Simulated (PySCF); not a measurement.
CH3Si, SMILES [SiH2]=[CH], multiplicity 2. Coordinates come from a PBE-D3(BJ)/def2-TZVP optimisation. The isomer is the one that the SMILES or the coordinates give; other isomers of the formula were not compared.

Give the equilibrium geometry at PBE-D3(BJ)/def2-TZVP (PySCF confirms it by a frequency run) as Cartesian coordinates in Å, and its point group. (An estimate is asked for; the answer gives what the named calculation found.)

point group C2v.
```xyz
5

C      0.0000     0.0000    -1.1907
Si     0.0000     0.0000     0.4886
H      0.0000     0.0000    -2.2705
H      0.0000    -1.2564     1.2873
H      0.0000     1.2564     1.2873
```
Charge 0, spin multiplicity 2.
